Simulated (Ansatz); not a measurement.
Reaction (ligand exchange at the Si–C bond): `BC(F)([SiH3])[SiH3]` + `N[SiH3]` → `[SiH3]N[SiH3]` + `BC(F)[SiH3]`

Computed with Ansatz on PBE0-D4/def2-TZVP structures; ΔE is electronic, products minus reactants. CCSD(T)/CBS is the MP2 limit (def2-TZVPP, def2-QZVPP) plus CCSD(T) − MP2 in def2-TZVPP, frozen cores. This one scheme is used for every species. DFT in def2-TZVPP. B3LYP here is the variant with VWN-RPA as its local correlation; programs differ in this.

```csv
level,ΔE (kcal/mol),difference from CCSD(T)/CBS
B3LYP-D4,-11.3,-0.2
ωB97X-V,-11.1,0.0
B2PLYP,-12.2,-1.1
PBE,-10.0,1.1
r2SCAN,-10.8,0.3
PBE0,-11.0,0.1
SCS-MP2/def2-TZVPP,-12.3,-1.2
MP2/def2-QZVPP,-11.5,-0.4
SCS-MP2/def2-QZVPP,-12.3,-1.2
HF/CBS(def2),-15.7,-4.6
CCSD(T)/CBS,-11.1,0
```

Largest T1 diagnostic among the species: 0.014.

In def2-TZVPP, CCSD(T) changes the Hartree–Fock value by +4.2 kcal/mol (the triples alone add +0.7 kcal/mol) and MP2 by +3.9 kcal/mol. The D4 term adds +1.2 kcal/mol with B3LYP and +0.7 kcal/mol with PBE0; it sums over pairs of atoms, weighted by their polarisabilities, and B3LYP, whose exchange is more repulsive, gets the larger term.
